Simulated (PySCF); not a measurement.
## Electron correlation in Br³⁺ (bromine, charge +3)

[Ar] 3d10 4s2 4p2, high-spin 3P determinant. Computed with PySCF 2.14 in cc-pVDZ-PP with ECP10MDF, with a scalar-relativistic core potential. Frozen: 3s2 3p6 3d10; 4 electrons correlated.

MP2 pair energies summed by pair of shells (mhartree):

| pair | energy | share (%) |
| --- | --- | --- |
| 4s-4p | -27.31 | 61.6 |
| 4s-4s | -12.53 | 28.3 |
| 4p-4p | -4.46 | 10.1 |

Total MP2 correlation energy: -44.30 mhartree.

Same-spin part -6.86 and opposite-spin part -37.45 mhartree; SCS-MP2 scales them by 1/3 and 6/5 to -47.22 mhartree.

| level | correlation energy (mhartree) |
| --- | --- |
| CCSD | -60.77 |
| (T) | -0.49 |
| CCSD(T) | -61.26 |

Diagnostics: T1 = 0.0051, D1 = 0.0142, largest double amplitude 0.093.

Cost of the coupled-cluster step: 0.07 s of wall time on 1 thread of Neoverse-V2 (shared host), for 4 correlated electrons.
